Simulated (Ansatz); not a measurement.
Si₁₇H₂₄, a nanocrystal cut from cubic silicon was relaxed with PBE-D4 (def2-SVP) in Ansatz in these states: charge -1 doublet, neutral singlet. The geometries follow in no particular order.

Single mean-field runs in def2-SVP are fitted with def2-universal-jkfit.

A:

```xyz
41

Si   -3.377   -1.847    2.271
Si    0.018   -3.168   -0.098
Si    0.125    2.957   -2.753
Si    1.550   -0.591   -2.411
Si   -1.514    0.411   -0.351
Si    0.284   -0.618    2.869
Si    1.927    1.922    0.477
Si    3.362   -1.622    0.845
Si   -3.582   -0.214    0.582
Si   -1.906    2.197   -1.835
Si   -0.488   -1.354   -1.510
Si   -1.752   -1.247    3.869
Si    1.309   -2.391    1.712
Si    1.157    1.184   -3.907
Si    1.533    3.699   -1.017
Si    2.951    0.139   -0.666
Si   -0.108    1.159    1.376
H    -4.707   -2.016    2.966
H    -3.010   -3.169    1.647
H     0.849   -4.160   -0.877
H    -1.227   -3.870    0.378
H    -0.137    4.097   -3.710
H     2.225   -1.738   -3.130
H     1.242   -0.156    3.944
H     2.832    2.369    1.602
H     4.077   -2.749    0.142
H     4.238   -1.129    1.971
H    -4.502   -0.709   -0.507
H    -4.199    1.024    1.187
H    -2.833    1.744   -2.936
H    -2.582    3.315   -1.079
H    -1.399   -1.794   -2.633
H    -1.535   -2.392    4.828
H    -2.273   -0.070    4.656
H     1.561   -3.527    2.677
H     0.262    0.718   -5.029
H     2.462    1.652   -4.504
H     2.840    4.183   -1.594
H     0.881    4.849   -0.289
H     4.253    0.623   -1.263
H    -0.809    2.286    2.101
```

B:

Cartesian coordinates in Å:
```
Si -0.0994 4.7228 0.5970
Si -0.3526 1.0402 2.8481
Si -1.9819 -3.0926 -2.2577
Si -0.9812 -2.3396 1.3917
Si -1.5174 0.8497 -0.8763
Si 2.2228 1.7477 -0.0608
Si 1.4934 -1.6588 -1.4362
Si 2.6108 -1.2323 2.2346
Si -1.6057 3.2708 -0.5359
Si -2.6151 -0.8097 -2.2614
Si -1.6767 -0.0921 1.2679
Si 2.0487 4.0959 -0.1265
Si 1.8978 1.0111 2.1532
Si -2.1819 -3.7923 -0.0196
Si 0.2981 -3.1286 -2.8354
Si 1.2803 -2.4900 0.7557
Si 0.7402 0.5744 -1.4716
H -0.2232 6.2341 0.4332
H -0.1304 4.4764 2.0885
H -0.4184 0.3135 4.1794
H -0.8115 2.4520 3.1152
H -2.6977 -4.1235 -3.1261
H -1.1051 -2.8276 2.8250
H 3.6445 1.3585 -0.4317
H 2.9631 -1.6956 -1.8156
H 2.4992 -1.7893 3.6376
H 4.0680 -1.3320 1.8385
H -3.0011 3.6157 -0.0447
H -1.5498 3.8087 -1.9568
H -4.0942 -0.7795 -1.9242
H -2.5171 -0.3409 -3.7008
H -3.1118 -0.0507 1.7587
H 3.1515 4.6921 0.7229
H 2.2918 4.5790 -1.5407
H 2.7477 1.8286 3.1048
H -3.6434 -3.8088 0.3792
H -1.6720 -5.2052 0.1768
H 0.8880 -4.5181 -2.7175
H 0.4630 -2.7169 -4.2834
H 1.7156 -3.9410 0.7941
H 0.9630 1.0940 -2.8794
```

Question: Judge from the bond lengths which geometry belongs to which state (an estimate).

Answer: A is the neutral singlet (Si5–Si9 2.353 Å, Si5–Si10 2.355 Å, Si1–Si9 2.358 Å); B is the charge -1 doublet (Si5–Si9 2.447 Å, Si5–Si10 2.424 Å, Si1–Si9 2.379 Å).
